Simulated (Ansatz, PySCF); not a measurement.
Here is a job for PySCF.
```python
from pyscf import gto, scf, dft

mol = gto.M(
    atom='''
In    0.076498   -0.222003    0.006935
C     2.026727    0.157712   -1.135453
C     2.361422    1.632523   -1.310681
H     1.940668   -0.330837   -2.110567
H     2.823570   -0.352094   -0.585294
H     2.459952    2.125754   -0.342278
H     1.580502    2.143040   -1.875223
H     3.303963    1.759103   -1.849812
C    -0.388337   -2.354361    0.698395
C    -1.788722   -2.447163    1.289828
H     0.358674   -2.650318    1.440403
H    -0.286411   -3.031199   -0.154541
H    -2.541258   -2.182195    0.544914
H    -1.896925   -1.765122    2.135380
H    -2.004192   -3.458981    1.642365
C    -1.456862    1.394547    0.517766
C    -1.145819    2.752423   -0.095090
H    -1.503813    1.471069    1.607941
H    -2.431155    1.035255    0.174024
H    -1.109383    2.687111   -1.183689
H    -0.183334    3.125902    0.256481
H    -1.909693    3.487589    0.171479
''',
    basis='sto-3g',
    charge=0,
    spin=0,
    verbose=4,
)

mf = dft.RKS(mol)
mf.xc = 'pbe'
mf.grids.atom_grid = (99, 590)
mf.grids.prune = None
mf.kernel()
```

Problem. Convert this to an input for Ansatz (a program for electronic structure).

Solution. This is not unique; one that fits is 
Ansatz 0.2 input:
```yaml
crystal:
  periodic: [false, false, false]
  atoms:
    - {symbol: In, position_ang: [0.07649762, -0.22200321, 0.00693532]}
    - {symbol: C, position_ang: [2.02672712, 0.15771225, -1.13545282]}
    - {symbol: C, position_ang: [2.36142183, 1.63252338, -1.31068090]}
    - {symbol: H, position_ang: [1.94066758, -0.33083748, -2.11056739]}
    - {symbol: H, position_ang: [2.82357011, -0.35209405, -0.58529438]}
    - {symbol: H, position_ang: [2.45995188, 2.12575404, -0.34227827]}
    - {symbol: H, position_ang: [1.58050189, 2.14303965, -1.87522276]}
    - {symbol: H, position_ang: [3.30396277, 1.75910326, -1.84981189]}
    - {symbol: C, position_ang: [-0.38833693, -2.35436143, 0.69839517]}
    - {symbol: C, position_ang: [-1.78872250, -2.44716336, 1.28982773]}
    - {symbol: H, position_ang: [0.35867416, -2.65031795, 1.44040329]}
    - {symbol: H, position_ang: [-0.28641149, -3.03119926, -0.15454106]}
    - {symbol: H, position_ang: [-2.54125842, -2.18219544, 0.54491415]}
    - {symbol: H, position_ang: [-1.89692529, -1.76512216, 2.13538012]}
    - {symbol: H, position_ang: [-2.00419206, -3.45898083, 1.64236480]}
    - {symbol: C, position_ang: [-1.45686153, 1.39454694, 0.51776553]}
    - {symbol: C, position_ang: [-1.14581916, 2.75242261, -0.09509029]}
    - {symbol: H, position_ang: [-1.50381275, 1.47106885, 1.60794101]}
    - {symbol: H, position_ang: [-2.43115501, 1.03525521, 0.17402415]}
    - {symbol: H, position_ang: [-1.10938311, 2.68711054, -1.18368891]}
    - {symbol: H, position_ang: [-0.18333376, 3.12590196, 0.25648098]}
    - {symbol: H, position_ang: [-1.90969286, 3.48758859, 0.17147927]}
basis:
  gaussian:
    orbitals: STO-3G
hamiltonian:
  xc: pbe
accuracy: high
```

Both were run: PySCF gave -5918.753407 Eh and Ansatz -5918.753411 Eh, 0.005 mEh apart.
